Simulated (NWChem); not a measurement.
Species: ZnOH, doublet; SMILES [OH][Zn]

```xyz
3

Zn     0.0389    -0.3841     0.0000
O     -0.1350     1.4246     0.0000
H      0.7237     1.8656     0.0000
```
Atoms are numbered in this order, from 1.

All runs: NWChem. Geometry optimised at PBE0/def2-SVP; all other runs use it. Spin-unrestricted. In the optimisation the excess spin sits in a' (Cs, its own frame). This spin state was assumed; another may lie lower. Vzz has the sign of the potential's second derivative. Excited states of an open shell can be spin-contaminated.

| quantity | level | value |
|---|---|---|
| A(iso) 17O atom 2 (MHz) | CAM-B3LYP/def2-TZVP | -52.0 |
| vertical, lowest state with f > 0.02 (eV) | CAM-B3LYP/def2-SVPD, TDA | (withheld) |
| Vzz Zn1 (a.u.) | CAM-B3LYP/def2-TZVP | -1.710 |
| dipole (D) | MN15/def2-SVP | 2.28 |
| highest harmonic frequency (cm⁻¹) | PBE0/def2-SVP | (withheld) |

Question: Some entries are withheld; supply them.

Answer: 
- vertical, lowest state with f > 0.02 (eV), value: 4.08
- highest harmonic frequency (cm⁻¹), value: 3868
